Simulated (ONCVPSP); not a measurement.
## magnesium (Mg): one change to an ONCV potential, before and after

magnesium, optimised norm-conserving Vanderbilt (ONCV), made with ONCVPSP 4.0.1 (PBE, scalar-relativistic). Core [He], reference 2s2 2p6 3s2. Waves: 2s+3s: rc 1.20 bohr, ncon 4, nbas 7, qcut 9.4 1/bohr, 2 projectors; 2p: rc 1.20 bohr, ncon 4, nbas 8, qcut 9 1/bohr, 2 projectors, debl 0.3 Ha. Local part: polynomial inside 0.90 bohr (lpopt 5, dvloc0 3 Ha). Core correction: none.

In the p channel the program set the typed energies aside and used -1.713, 0.250 Ha.

Change: s: rc 1.4.

Cutoffs: the cutoffs (Ha) at which the residual kinetic energy of the hardest occupied pseudo-wave falls to 1 and 0.1 mHa per electron; they do not see the model core or the augmentation charge, which bear on the density cutoff. Errors are all-electron minus pseudo energies relative to the spin-unpolarised reference configuration.

**Question.** Predict the effect on cutoff, ghosts and configuration errors.

**Answer.** The potential gets neither clearly harder nor softer (50 Ha and 138 Ha → 50 Ha and 138 Ha); the errors of the 4 common tests hardly move; neither file shows a bound ghost.

| quantity | base | changed |
| --- | --- | --- |
| cutoff, loose | 50 Ha | 50 Ha |
| cutoff, tight | 138 Ha | 138 Ha |
| loose cutoff by channel | s 21 Ha, p 50 Ha | s 23 Ha, p 50 Ha |
| bound ghosts | none | none |
| GHOST(+) flags under 300 eV | none | none |
| error for 2s2 2p6 3s1, meV [ΔE 7.96 eV] | -0.3 | -0.4 |
| error for 2s2 2p6 3s0, meV [ΔE 22.99 eV] | -2.3 | -2.5 |
| error for 2s2 2p6 3s1.5, meV [ΔE 3.14 eV] | -0.1 | -0.1 |
| error for 2s1 2p6 3s2, meV [ΔE 91.47 eV] | -405 | -433 |
| p: phases at 1.22 bohr within 0.05 rad from the reference energy up to (Ha; the scan ends near 5) | to the end of the scan | to the end of the scan |
